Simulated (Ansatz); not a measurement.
`[OH][Sn]([F])([F])[F]` + H₂ → `[OH][SnH]([F])[F]` + H–F at 400 K and 1 bar (hydrogenolysis of the Sn–F bond).

Isolated molecules relaxed with PBE0-D4/def2-TZVP in Ansatz; ΔE leaves out vibrations. CCSD(T)/CBS is the MP2 limit (def2-TZVPP, def2-QZVPP) plus CCSD(T) − MP2 in def2-TZVPP, frozen cores. This one scheme is used for every species. Elements past krypton have def2 core potentials. For Sn outer-core shells are correlated without core-valence functions, which leaves a few kJ/mol of doubt a bond. One conformer a species, not always the lowest.

```csv
species,CCSD(T)/CBS energy (Eh),H − E (kJ/mol),S (J/(mol·K))
`[OH][Sn]([F])([F])[F]`,-589.29279,81.9,392.7
H₂,-1.17544,38.0,139.0
`[OH][SnH]([F])[F]`,-490.06891,90.9,360.9
H–F,-100.39570,36.5,182.2
```

H − E and S are ideal-gas, rigid-rotor, harmonic terms from PBE0-D4/def2-TZVP, for one conformer and one mirror image of each species. The MP2-based limit puts H₂ 0.8 mEh under its directly extrapolated value; such offsets cancel only in part. 1 Eh = 2625.50 kJ/mol, R = 8.31446 J/(mol·K).

Problem. By hand: ΔE, ΔH, ΔS and ΔG.

Solution. ΔE = (-490.06891) + (-100.39570) − (-589.29279) − (-1.17544) = 0.00362 Eh = 9.5 kJ/mol. Δ(H − E) = 90.9 + 36.5 − 81.9 − 38.0 = 7.5, so ΔH = 17.0 kJ/mol. ΔS = 360.9 + 182.2 − 392.7 − 139.0 = 11.4 J/(mol·K). ΔG = 17.0 − 400 × (11.4)/1000 = 12.4 kJ/mol.

Problem. By hand: the equilibrium constant, and the temperature at which ΔG would vanish if ΔH and ΔS stayed fixed.

Solution. log₁₀ K = −ΔG/(RT ln 10) = -1.6. ΔG = 0 at ΔH/ΔS = 1491 K, though so small a ΔS makes that figure unsure.

The number of gas molecules stays the same, so ΔS is small and ΔH decides. A doubt of 5 kJ/mol in ΔE shifts log₁₀ K by 0.7 here. Other conformers and mirror images would add mixing entropy, several J/(mol·K) or more a flexible species. These are equilibria of isolated gas molecules and say nothing of rates. Largest T1 diagnostic: 0.015 (customary marks: 0.02 for closed shells, 0.045 for open ones).
